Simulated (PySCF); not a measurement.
How the numbers were obtained: shielding tensors at PBE0/pcSseg-1 (GIAO), geometry: GFN2-xTB, in PySCF (equivalent nuclei averaged, one conformer, in vacuum, non-relativistic Hamiltonian).

Chemical shifts δ = σref − σ; 1H, 13C vs TMS, all at this level. Shifts are as computed. Against solution values, carbons near 30 ppm lie about +3 ppm off and those near 130 ppm about +5 ppm. Of 1211 compounds with measured shifts, 218 miss one by over three times the rms of a fit or turn the order of signals round; such compounds aren't used in these exercises.

(1) Order these molecules by the shift of their most shielded carbon, lowest δ first.
A. COC(=O)P1CCC(=O)CC1
B. CC(=O)P(=O)(C(C)=O)C1CC1
C. CC(C)n1nncc1C#N
D. F[C@@H]([SiH3])[Si@@H](F)[SiH3]

(2) Order these molecules by the shift of their most deshielded carbon-bound hydrogen, lowest δ first.
A. COC(=O)P1CCC(=O)CC1
B. CC(=O)P(=O)(C(C)=O)C1CC1
C. F[C@@H]([SiH3])[Si@@H](F)[SiH3]
D. CC(C)n1nncc1C#N

(3) How many 13C and 1H signals does each give (equivalence by symmetry and fast rotation, but not about amide C–N or C=N bonds)? `CC(C)n1nncc1C#N`, `F[C@@H]([SiH3])[Si@@H](F)[SiH3]`, `CC(=O)P(=O)(C(C)=O)C1CC1`, `COC(=O)P1CCC(=O)CC1`

## Answers

(1) B (3.1 ppm, three-membered-ring carbon), A (20.1 ppm, sp3 CH2 bonded to P), C (26.2 ppm, methyl carbon), D (81.9 ppm, sp3 CH bonded to F and 2 Si).

(2) B (2.81 ppm, hydrogen on a methyl carbon α to a carbonyl), A (4.03 ppm, hydrogen on a methyl carbon bonded to O), C (5.79 ppm, hydrogen on an sp3 CH bonded to F and 2 Si), D (8.09 ppm, hydrogen on an aromatic CH next to a ring nitrogen).

(3) CC(C)n1nncc1C#N: 5 C, 3 H; F[C@@H]([SiH3])[Si@@H](F)[SiH3]: 1 C, 4 H; CC(=O)P(=O)(C(C)=O)C1CC1: 4 C, 4 H; COC(=O)P1CCC(=O)CC1: 5 C, 3 H.
